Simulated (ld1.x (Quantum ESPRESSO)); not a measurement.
## mercury (Hg): one change to a TM potential, before and after

| Quantity | Value |
| --- | --- |
| Element | mercury (Hg) |
| Generator | ld1.x (Quantum ESPRESSO) 7.5 |
| Type | norm-conserving Troullier–Martins (Kleinman–Bylander form) |
| Functional | PBEsol |
| Relativity | scalar-relativistic |
| Frozen core | [Xe] 4f14 |
| Valence charge | 12 |
| Reference configuration | 5d10 6s2 6p0 |
| Partial waves | 6s (bound): rc 2.05 bohr; 6p (bound, empty): rc 2.45 bohr; 5d (bound): rc 2.00 bohr |
| Local potential | the d channel |
| Core correction | a·sin(br)/r model core inside 1.50 bohr |

Change: wave 5d (bound): rc 2.00 bohr becomes 5d (bound): rc 1.52 bohr.

Cutoffs: the cutoffs (Ry, on a coarse ladder) from which the occupation-weighted sum of valence levels, in a spherical-Bessel basis at the reference potential, stays within 10 and 1 mRy of its value at 400 Ry; they do not see the model core or the augmentation charge, which bear on the density cutoff. Errors are all-electron minus pseudo energies relative to the spin-unpolarised reference configuration.

**Question.** What does the change do?

**Answer.** The potential gets harder (45 Ry and 70 Ry → 50 Ry and 80 Ry); both files keep a bound ghost (p, s); the errors of the 6 common tests hardly move. A smaller radius makes the pseudo-wave follow the all-electron one further in, where it bends more sharply, so more plane waves are needed.

```tsv
quantity	base	changed
cutoff, loose	45 Ry	50 Ry
cutoff, tight	70 Ry	80 Ry
bound ghosts	s, p	s, p
tests counted (converged, no solver errors)	6 of 7	6 of 7
error for 5d10 6s1 6p0, meV [ΔE 10.74 eV]	-12	-12
error for 5d10 6s0 6p0, meV [ΔE 29.74 eV]	-53	-54
error for 5d9 6s0 6p0, meV [ΔE 65.30 eV]	-73	-69
error for 5d10 6s1.5 6p0, meV [ΔE 4.38 eV]	-3.2	-3.2
error for 5d9 6s2 6p0, meV [ΔE 15.54 eV]	-38	-37
error for 5d8 6s0 6p0, meV [ΔE 115.08 eV]	-247	-236
s: phases at 2.65 bohr within 0.05 rad from the reference energy up to (Ry; the scan ends near 5)	3.0	3.0
p: phases at 2.65 bohr within 0.05 rad from the reference energy up to (Ry; the scan ends near 5)	to the end of the scan	to the end of the scan
d: phases at 2.65 bohr within 0.05 rad from the reference energy up to (Ry; the scan ends near 5)	to the end of the scan	to the end of the scan
```

Base: Tests not counted: 5d10 6s0 6p1 (solver errors, printed error -2.0 eV). These tests converged, but a pseudo level misses the all-electron one widely, so the file describes the atom poorly there or has found another state: 5d10 6s0 6p0: empty 6p by 3.4 eV. Changed file: Tests not counted: 5d10 6s0 6p1 (solver errors, printed error -3.2 eV). A true bound ghost makes a file unfit for plane-wave use even where its test errors are small: the radial tests pick states by their node count and pass the ghost by. Where a test does run into it, the solver fails or the error is huge.
